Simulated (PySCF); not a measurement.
A PySCF script (with the pyscf-properties extension) for the NMR shieldings of SMILES N[Si](S[SiH2]CC)(C)N, C3H14N2SSi2, on a GFN2-xTB geometry:

```python
import basis_set_exchange as bse
import numpy as np
from pyscf import gto, dft
from pyscf.prop import nmr

atoms = """
C     2.964866    1.625989    0.506832
C     1.966930    0.476974    0.437609
Si    0.542504    0.684707    1.674300
S    -0.819806   -0.963740    1.604110
Si   -1.494020   -1.047395   -0.469948
C    -2.047217    0.644292   -1.112460
N    -0.115358   -1.572592   -1.365678
N    -2.840675   -2.125616   -0.602039
H     3.408157    1.687818    1.498133
H     3.766770    1.491529   -0.217577
H     2.474863    2.574730    0.299783
H     1.571034    0.398515   -0.577029
H     2.489122   -0.462000    0.634845
H     1.005695    0.642854    3.057029
H    -0.199490    1.917916    1.404595
H    -2.575616    0.537566   -2.052930
H    -1.197436    1.297296   -1.278181
H    -2.712749    1.136132   -0.410894
H     0.479212   -2.269665   -0.946155
H    -0.240964   -1.774995   -2.344318
H    -2.703316   -3.077852   -0.298558
H    -3.732916   -1.803076   -0.261535
"""
names = dict.fromkeys(["C", "Si", "S", "N", "H"], "pcSseg-1")
basis = {el: gto.basis.parse(bse.get_basis(n, elements=[el], fmt="nwchem")) for el, n in names.items()}
mol = gto.M(atom=atoms, basis=basis, charge=0, verbose=0)
mf = dft.RKS(mol, xc="PBE0")
mf.grids.level = 2
mf.grids.alignment = dft.numint.BLKSIZE   # the property module wants whole blocks of grid points
mf.conv_tol = 1e-9
mf.kernel()

calc = nmr.RKS(mf)   # GIAO
C = mf.mo_coeff
Co = C[:, mf.mo_occ > 0]
resp = mf.gen_response(singlet=True, hermi=2)
def vind(x):   # induced exchange potential for any number of trial vectors
    d = np.einsum("pi,xij,qj->xpq", C, 2 * x.reshape(-1, C.shape[1], Co.shape[1]), Co, optimize=True)
    return np.einsum("xpq,pi,qj->xij", resp(d - d.transpose(0, 2, 1)), C, Co, optimize=True).ravel()
mo1, _ = nmr.rhf.solve_mo1(calc, with_cphf=vind)
sigma = calc.kernel(mo1)
for i, s in enumerate(sigma):   # ppm
    w = np.linalg.eigvalsh((s + s.T) / 2)
    print("%2d %-2s iso %8.1f  s11 %8.1f  s22 %8.1f  s33 %8.1f" % (i, mol.atom_pure_symbol(i), w.mean(), *w))
```

Problem. Give the expected output.

Solution. 
```
 0 C  iso    176.9  s11    169.9  s22    171.2  s33    189.5
 1 C  iso    172.9  s11    161.4  s22    169.3  s33    188.1
 2 Si iso    377.4  s11    328.2  s22    378.4  s33    425.7
 3 S  iso    734.0  s11    648.8  s22    733.3  s33    819.9
 4 Si iso    349.2  s11    333.6  s22    351.6  s33    362.3
 5 C  iso    185.6  s11    176.6  s22    184.2  s33    195.9
 6 N  iso    226.6  s11    197.3  s22    221.7  s33    260.8
 7 N  iso    223.3  s11    204.5  s22    215.8  s33    249.5
 8 H  iso     30.8  s11     25.9  s22     28.9  s33     37.7
 9 H  iso     30.3  s11     24.9  s22     27.8  s33     38.2
10 H  iso     30.9  s11     26.0  s22     29.5  s33     37.1
11 H  iso     29.8  s11     23.2  s22     29.2  s33     36.9
12 H  iso     30.9  s11     25.7  s22     31.6  s33     35.6
13 H  iso     27.1  s11     22.6  s22     25.7  s33     33.0
14 H  iso     27.0  s11     23.0  s22     26.4  s33     31.6
15 H  iso     31.4  s11     27.0  s22     28.5  s33     38.8
16 H  iso     31.4  s11     26.5  s22     30.6  s33     37.2
17 H  iso     31.5  s11     27.6  s22     29.2  s33     37.8
18 H  iso     31.0  s11     25.2  s22     28.0  s33     39.8
19 H  iso     31.2  s11     24.1  s22     26.2  s33     43.2
20 H  iso     30.9  s11     24.4  s22     27.2  s33     41.2
21 H  iso     30.9  s11     24.2  s22     27.3  s33     41.2
```

These numbers come from an equivalent density-fitted implementation of the same equations, which agrees with the script to about 0.01 ppm for H and up to a few tenths of a ppm for heavy atoms, so last digits may differ.

Problem. Turn these shieldings into chemical shifts. Referencing at the same level of theory: TMS for ¹³C (σ = 186.93 ppm) and ²⁹Si (σ = 349.16 ppm) and ¹H (σ = 31.72 ppm); ³³S (σ = 503.73 ppm) vs CS2; NH3 for ¹⁵N (σ = 267.73 ppm).

Solution. Averaging equivalent atoms: C 1: 14.0; C 0: 10.1; C 5: 1.4; Si 4: 0.0; Si 2: -28.3; S 3: -230; N 6/7: 42.8; H 13/14: 4.67; H 11/12: 1.37; H 8/9/10: 1.05; H 18/19/20/21: 0.73; H 15/16/17: 0.25 ppm. Experimental scales use liquid or dissolved standards, which lie at an offset from isolated NH3 (liquid NH3: subtract about 20 ppm).

Size and cost of the density-fitted run: 227 basis functions, 2 min wall time on 1 thread of an Intel Xeon, shared host; peak memory 0.96 GiB.
